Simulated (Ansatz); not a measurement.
`CC[C](=O)[ZnH]` + `C#CCC` → `C#[C][ZnH]` + `CCC(=O)CC`  (formal exchange of groups at a Zn–C bond)

Gas-phase electronic energies from Ansatz, PBE0-D4/def2-TZVP geometries. CBS: MP2 limit from def2 TZ/QZ plus the TZ coupled-cluster correction, frozen cores. For Zn outer-core shells are correlated without core-valence functions, which leaves a few kJ/mol of doubt a bond. Scalar relativity is left out up to krypton. One conformer a species, not always the lowest.

`CC[C](=O)[ZnH]`:

Cartesian coordinates in Å:
```
C -0.933 -0.741 0.689
C -0.768 0.578 -0.048
C 0.683 0.943 -0.246
O 1.103 2.044 0.036
Zn 2.069 -0.314 -0.971
H -1.984 -1.028 0.752
H -0.542 -0.676 1.707
H -0.404 -1.553 0.180
H -1.271 1.402 0.468
H -1.206 0.495 -1.052
H 3.252 -1.148 -1.516
```

`C#CCC`:

Cartesian coordinates in Å:
```
C -0.835 1.897 -0.971
C -0.227 0.893 -0.719
C 0.495 -0.325 -0.390
C 0.087 -0.909 0.959
H -1.370 2.788 -1.200
H 0.326 -1.061 -1.183
H 1.569 -0.112 -0.396
H 0.652 -1.821 1.166
H 0.278 -0.197 1.764
H -0.976 -1.153 0.971
```

`C#[C][ZnH]`:

Cartesian coordinates in Å:
```
C -1.339 0.774 0.280
C -0.306 0.181 0.063
Zn 1.296 -0.748 -0.271
H -2.248 1.297 0.470
H 2.596 -1.504 -0.542
```

`CCC(=O)CC`:

Cartesian coordinates in Å:
```
C -1.270 -2.037 -0.876
C -0.221 -0.951 -0.982
C -0.168 -0.036 0.221
O -0.894 -0.190 1.171
C 0.849 1.081 0.165
C 0.864 1.954 1.402
H -1.090 -2.668 -0.004
H -2.266 -1.607 -0.760
H -1.267 -2.668 -1.766
H 0.781 -1.376 -1.118
H -0.383 -0.325 -1.868
H 0.643 1.671 -0.736
H 1.831 0.627 -0.014
H -0.111 2.415 1.565
H 1.610 2.745 1.309
H 1.093 1.366 2.292
```

| level | ΔE (kJ/mol) |
| --- | --- |
| SCS-MP2/def2-QZVPP | -89.0 |
| HF/CBS(def2) | -96.6 |

(1) What does CCSD(T)/CBS give? (An estimate is asked.)

Largest T1 diagnostic among the species: 0.016.

## Answers

(1) The calculation gave: -86.1 kJ/mol. The listed levels differ from it by -2.9, -10.5 kJ/mol.

In def2-TZVPP, CCSD(T) changes the Hartree–Fock value by +5.9 kJ/mol (the triples alone add +1.1 kJ/mol) and MP2 by +4.2 kJ/mol. From PBE to PBE0 (25 % exact exchange), in def2-TZVPP and without D4, ΔE moves by −11.2 kJ/mol.
